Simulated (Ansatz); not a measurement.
Consider the redistribution: `B[SiH2][SiH2][SiH3]` + `[NH2][GeH2][F]` → `N[SiH2][SiH2][SiH3]` + `[BH2][GeH2][F]`.

Isolated molecules relaxed with PBE0-D4/def2-TZVP in Ansatz; ΔE leaves out vibrations. CCSD(T)/CBS adds triple-zeta CCSD(T) − MP2 to the extrapolated MP2 energy (def2 sets, frozen cores). DFT in def2-TZVPP. For Ge outer-core shells are correlated without core-valence functions, which leaves a few kJ/mol of doubt a bond. Scalar relativity is left out up to krypton. Each species was taken in one conformer, which may not be the lowest.

CCSD(T)/CBS gives -15.8 kJ/mol.

Problem. Another level gave -17.3 kJ/mol. Which?
A. r2SCAN/def2-TZVPP
B. ωB97M-V/def2-TZVPP
C. HF/def2-TZVPP
D. PBE-D4/def2-TZVPP

Solution. B. ωB97M-V -17.3, r2SCAN -12.1, HF/def2-TZVPP -25.2, PBE-D4 -7.9 kJ/mol.

Largest T1 diagnostic among the species: 0.014.

From PBE to PBE0 (25 % exact exchange), in def2-TZVPP and without D4, ΔE moves by −3.4 kJ/mol. In def2-TZVPP, CCSD(T) changes the Hartree–Fock value by +13.0 kJ/mol (the triples alone add +3.1 kJ/mol) and MP2 by +12.3 kJ/mol.
